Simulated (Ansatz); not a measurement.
Cartesian coordinates in Å:
```
Ge -0.212 -0.306 1.640
S -1.466 0.291 -0.094
Ge 0.123 0.324 -1.646
H 0.434 -1.675 1.371
H -1.161 -0.379 2.842
H 0.888 0.743 1.877
H 0.766 -1.068 -1.765
H -0.573 0.715 -2.954
H 1.200 1.356 -1.271
```

Total charge 0; spin multiplicity 1.

Q: List the ωB97M-V/def2-TZVPP orbital energies in eV (Ansatz). (Estimate.)

A: Ansatz gave: Occupied: -10866.96, -10866.96, -2426.53, -1362.80, -1362.80, -1210.54, -1210.54, -1210.51, -1210.51, -1210.51, -1210.51, -220.51, -174.58, -174.58, -163.60, -163.56, -163.44, -123.87, -123.87, -123.80, -123.80, -123.79, -123.79, -36.66, -36.65, -36.63, -36.61, -36.61, -36.61, -36.54, -36.54, -36.54, -36.53, -22.81, -18.55, -17.56, -12.86, -12.80, -12.47, -11.99, -11.26, -10.72, -9.37. Lowest empty: 1.63, 1.97, 2.19, 2.46, 3.04, 3.43, 3.46, 4.49.
